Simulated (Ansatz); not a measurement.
The C3–H5 bond of C2H6Zn (SMILES C[CH2][ZnH]) is stretched (multiplicity 1, the rest rigid).
Geometry at rest (charge 0, multiplicity 1):
```csv
atom,x (Å),y (Å),z (Å)
Zn,-0.1040,0.1481,0.8335
H,-0.3450,0.8644,2.1845
C,0.2022,-0.7601,-0.8850
C,0.1842,0.1511,-2.1212
H,-0.5549,-1.5440,-0.9868
H,1.1618,-1.2826,-0.8191
H,0.9537,0.9247,-2.0678
H,-0.7747,0.6615,-2.2367
H,0.3601,-0.4128,-3.0427
```

Correlated levels freeze the cores.

The values were computed with Ansatz (a first-principles code) with Gaussian orbitals. Values without a source in brackets are computed.

Energies above the point at 1.095 Å (the B3LYP-D3(BJ) bond length), FIC-MRCISD+Q on CASSCF(2,2)/def2-SVP (kcal/mol): 7.04 at 0.985 Å; 2.87 at 1.204 Å; 105.63 at 3.503 Å.

Question: Take the last value as the depth D of a Morse curve D(1 − e^(−a(R − R₀)))², fit a and R₀ to the two near points, and test it at 1.478 and 1.916 Å.

Answer: 
With D = 105.6, both near points (counted from the curve's value at 1.095 Å) are met by a = 1.89 Å⁻¹ and R₀ = 1.107 Å, so k = 2Da² = 755 kcal/(mol Å²). The curve then gives 26.7 and 64.7 kcal/mol; the level itself gives 26.5 and 66.1, so Morse is off by 0.3 and -1.4.
